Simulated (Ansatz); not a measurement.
H3GeNO, SMILES `[NH2][Ge][OH]` (excited triplet) (charge 0, multiplicity 3). This triplet is an excited state, 2.69 eV above the relaxed singlet at the level frozen-core CCSD(T)/cc-pVTZ // B3LYP-D3(BJ)/def2-TZVP (Ansatz, a program for electronic structure).

All values below come from frozen-core fic-MRCISD+Q@CASSCF(6e,6o)/cc-pVTZ // B3LYP-D3(BJ)/def2-TZVP run with Ansatz.

Ansatz 0.2 input:
```yaml
crystal:
  periodic: [false, false, false]
  atoms:
    - { symbol: N, position_ang: [-1.167346, 0.229609, -0.181961] }
    - { symbol: Ge, position_ang: [0.389202, -0.264686, 0.791725] }
    - { symbol: O, position_ang: [1.949474, 0.209115, -0.010601] }
    - { symbol: H, position_ang: [-1.760995, -0.566113, -0.395924] }
    - { symbol: H, position_ang: [-1.726432, 0.926125, 0.301269] }
    - { symbol: H, position_ang: [2.316097, -0.53405, -0.504508] }
basis:
  gaussian: { orbitals: cc-pVTZ }
correlation:
  method: fic_mrcisd_q
  active_space: { window: { electrons: 6, orbitals: 6 } }
magnetization:
  spin_polarized: false
  initial_magnetization: 2
```

Output:

```
Functional definition: HF
880 factors; integrals over basis functions are off by at most 7.2e-4 eV
mean field evaluation 1: about -60037.3318 eV, gradient 4.1e1 eV
mean field evaluation 2: about -60037.3404 eV, gradient 4.1e1 eV
mean field evaluation 4: about -60041.1186 eV, gradient 3.9e0 eV
mean field evaluation 8: about -60041.2656 eV, gradient 1.7e-1 eV
mean field evaluation 16: about -60039.3918 eV, gradient 6.5e0 eV
mean field -60041.26476225 eV, -2206.4757825816 hartree, gradient 2.8e-6 eV, S^2 2.000000; 1 other end points of the search recorded, 0 dependent functions left out
reference -60041.26476225 eV, -2206.4757825816 hartree; 26, 24 occupied and 119, 121 virtual orbitals, 880 factors
state -60042.53208898 eV, -2206.5223559800 hartree
contracted CI cycle   1: correlation 0.00000000 eV, 0.0000000000 hartree, residual 4.68e1 eV
contracted CI cycle   2: correlation -13.79208430 eV, -0.5068497493 hartree, residual 7.13e0 eV
contracted CI cycle   3: correlation -14.20546293 eV, -0.5220411340 hartree, residual 1.45e0 eV
contracted CI cycle   4: correlation -14.22502428 eV, -0.5227600002 hartree, residual 4.09e-1 eV
contracted CI cycle   5: correlation -14.22665528 eV, -0.5228199383 hartree, residual 1.27e-1 eV
contracted CI cycle   6: correlation -14.22680818 eV, -0.5228255575 hartree, residual 4.18e-2 eV
contracted CI cycle   7: correlation -14.22682422 eV, -0.5228261467 hartree, residual 1.43e-2 eV
contracted CI cycle   8: correlation -14.22682609 eV, -0.5228262155 hartree, residual 4.87e-3 eV
contracted CI cycle   9: correlation -14.22682630 eV, -0.5228262234 hartree, residual 1.68e-3 eV
state -60042.53208898 eV, -2206.5223559800 hartree; corrected -60058.56854920 eV, -2207.1116850233 hartree
state -60042.35038449 eV, -2206.5156784632 hartree
contracted CI cycle   1: correlation 0.00000000 eV, 0.0000000000 hartree, residual 4.69e1 eV
contracted CI cycle   2: correlation -13.82277344 eV, -0.5079775546 hartree, residual 7.90e0 eV
contracted CI cycle   3: correlation -14.30889006 eV, -0.5258420107 hartree, residual 1.58e0 eV
contracted CI cycle   4: correlation -14.33154947 eV, -0.5266747286 hartree, residual 4.37e-1 eV
contracted CI cycle   5: correlation -14.33337851 eV, -0.5267419447 hartree, residual 1.29e-1 eV
contracted CI cycle   6: correlation -14.33355129 eV, -0.5267482944 hartree, residual 4.37e-2 eV
contracted CI cycle   7: correlation -14.33356971 eV, -0.5267489712 hartree, residual 1.50e-2 eV
contracted CI cycle   8: correlation -14.33357174 eV, -0.5267490460 hartree, residual 4.78e-3 eV
contracted CI cycle   9: correlation -14.33357196 eV, -0.5267490538 hartree, residual 1.63e-3 eV
state -60042.35038449 eV, -2206.5156784632 hartree; corrected -60058.51774486 eV, -2207.1098179983 hartree
state -60042.53208898 eV, -2206.5223559800 hartree; corrected -60058.56854920 eV, -2207.1116850233 hartree
state -60042.52241163 eV, -2206.5220003439 hartree
contracted CI cycle   1: correlation 0.00000000 eV, 0.0000000000 hartree, residual 4.68e1 eV
contracted CI cycle   2: correlation -13.75916784 eV, -0.5056400917 hartree, residual 7.22e0 eV
contracted CI cycle   3: correlation -14.18724320 eV, -0.5213715710 hartree, residual 1.43e0 eV
contracted CI cycle   4: correlation -14.20644408 eV, -0.5220771905 hartree, residual 3.90e-1 eV
contracted CI cycle   5: correlation -14.20796473 eV, -0.5221330734 hartree, residual 1.17e-1 eV
contracted CI cycle   6: correlation -14.20809692 eV, -0.5221379313 hartree, residual 3.71e-2 eV
contracted CI cycle   7: correlation -14.20810957 eV, -0.5221383963 hartree, residual 1.25e-2 eV
contracted CI cycle   8: correlation -14.20811102 eV, -0.5221384495 hartree, residual 4.16e-3 eV
contracted CI cycle   9: correlation -14.20811118 eV, -0.5221384553 hartree, residual 1.32e-3 eV
state -60042.52241163 eV, -2206.5220003439 hartree; corrected -60058.54218106 eV, -2207.1107160119 hartree
state -60042.53208898 eV, -2206.5223559800 hartree; corrected -60058.56854920 eV, -2207.1116850233 hartree
the orbitals are reached from a further start. From the first start the search ends at -60042.35033609 eV, -2206.5156766846 hartree
Total energy: -60058.56854920 eV, -2207.1116850233 hartree
```
